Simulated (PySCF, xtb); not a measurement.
Sn(F)(Cl)2(OMe) (CH3Cl2FOSn), SMILES C[O][Sn]([F])([Cl])[Cl]. One conformer was computed; it need not be the lowest.

Harmonic wavenumbers (cm⁻¹) from xtb with GFN2-xTB at its own minimum, in rising order: 29, 62, 80, 84, 96, 104, 161, 216, 276, 337, 366, 391, 1015, 1115, 1136, 1392, 1437, 1464, 2940, 2943, 2949.

What does PySCF with PBE-D3(BJ)/def2-SVP give at its own minimum? (An estimate is asked for; the answer gives what the named calculation found.)

41, 83, 95, 115, 135, 142, 175, 257, 355, 392, 545, 617, 1039, 1125, 1135, 1402, 1410, 1428, 2925, 3005, 3038. Paired by order, the mean absolute difference is 49 cm⁻¹ and the zero-point energies are 26.6 and 27.8 kcal/mol.
